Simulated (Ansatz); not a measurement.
# Energy profile

The step: C₂H₇In ([CH3][InH][CH3]) → C₂H₅In ([CH2][In][CH3]) + H₂; bonds formed: H2–H4; bonds broken: In1–H2, C3–H4 (atoms numbered as in the saddle structure below).

```tsv
atom	x (Å)	y (Å)	z (Å)
In1	-0.3061	0.0784	0.3217
H2	-0.7487	-0.2763	-1.7513
C3	-0.4785	1.8659	-0.7017
H4	-0.4031	0.6457	-1.6720
C5	0.7426	-1.5647	1.1919
H6	-1.5081	1.9920	-1.0503
H7	-0.0716	2.8128	-0.3372
H8	0.0394	-2.3534	1.4584
H9	1.2839	-1.2473	2.0837
H10	1.4499	-1.9533	0.4570
```

Electronic energies by CCSD(T) at an estimated basis limit (MP2 extrapolated from triple and quadruple zeta, plus CCSD(T) − MP2 in triple zeta), on PBE0-D4/def2-TZVP structures; C$_{2}$H$_{7}$In, closed shell; no counterpoise correction. Ansatz 0.2.0; basis: def2-TZVPP and def2-QZVPP; cores frozen in the correlated methods. Filled d shells of the heavier atoms are correlated. Core potentials replace the inner electrons of the atoms past krypton. The def2 sets are not built for correlating such inner shells, so the correlated values are less sure here. Extrapolation: Hartree–Fock as exp(−7.88 √X), correlation as X^−2.97.

Task: Give the profile in kcal/mol, counted from the start structure. (Judge from chemistry; the value comes from the calculation.)

Result: By the calculation:
```json
{"point": "start structure", "kcal/mol": "0.00"}
{"point": "saddle", "kcal/mol": "72.71"}
{"point": "end structure", "kcal/mol": "51.86"}
{"point": "separated: C$_{2}$H$_{5}$In (linked as [CH2][In][CH3]; In1, C3, C5, H6, H7, H8, H9, H10; singlet) + H$_{2}$ (H2, H4; singlet)", "kcal/mol": "53.87"}
```

The T1 diagnostic stays at or below 0.017. The restricted Hartree–Fock reference is unstable towards an unrestricted one at one or more of these structures.

For scale, one of the runs: CCSD(T)/def2-TZVPP, 210 basis functions, launched by `ansatz run in.yaml --threads 4 --pin off --events-out ev --progress --plain --max-ram 9574MiB`. The run took 71 s on 4 CPU threads of an Arm Neoverse V2 (shared host), with 3.2 GiB of host memory at its peak.
